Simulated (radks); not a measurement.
Species: neutral niobium. Configuration: [Kr] 4d4 5s1 (the NIST ground configuration).

Calculated with a radial shooting solver on a logarithmic mesh with Libxc functionals: scalar-relativistic Kohn-Sham, PBE, spin-polarised, spherical densities, finite nucleus; open shells are filled with parallel spins first (spin-orbit coupling, left out, can overturn this in heavy ions); Fermi nuclear charge, rms radius 4.324 fm.

Energy parts (eV):
total: -103938.713
kinetic: 107015.933
electron-nucleus: -250427.117
Hartree: 42705.387
exchange-correlation: -3232.916

Orbitals (lengths in bohr, moments of r in powers of bohr; <r^-3> diverges for s and p1/2):
orbital  occ.  eigenvalue (eV)     <r^2>  <r^-3>      <r^4>
1s up       1        -18807.36  0.001757       -  7.988e-06
1s down     1        -18807.36  0.001757       -  7.988e-06
2s up       1        -2630.290   0.02945       -   0.001493
2s down     1        -2629.974   0.02944       -   0.001493
2p up       3        -2348.542   0.02318    2346   0.001071
2p down     3        -2348.307   0.02318    2346   0.001071
3s up       1        -438.3873    0.2251       -    0.07875
3s down     1        -438.2103    0.2251       -    0.07868
3p up       3        -346.2972    0.2315   384.0    0.08783
3p down     3        -346.1003    0.2314   383.8    0.08769
3d up       5        -195.7981    0.2263   50.50     0.1004
3d down     5        -195.4969    0.2260   50.49    0.09996
4s up       1         -58.6833     1.536       -      3.607
4s down     1         -56.7447     1.512       -      3.491
4p up       3         -34.9525     1.972   51.23      6.294
4p down     3         -32.7149     1.933   52.83      6.053
4d up       4          -3.7132     5.970   2.774      83.77
5s up       1          -4.4776     14.96       -      368.6

The highest occupied level is 4d up at -3.713 eV. The electron density at the nucleus is 8.407e+04 e/bohr^3 (large components only). For comparison, the ionisation energy in NIST's Atomic Spectra Database is 6.759 eV (measured). In exact Kohn-Sham theory the highest level is minus the ionisation energy, but local and semilocal functionals leave it too shallow, through self-interaction and a potential that decays too fast; potentials with the right tail come closer. The spin density at the nucleus is 7.36 e/bohr^3 (1s 0.05, 2s -0.53, 3s 0.34, 4s -2.61, 5s 10.11). Summed over all electrons, <r^2> = 57.91 bohr^2, which gives a Langevin (diamagnetic) susceptibility term of -45.9 x 10^-6 cm^3/mol. Spin moment in Bohr magnetons: 5.
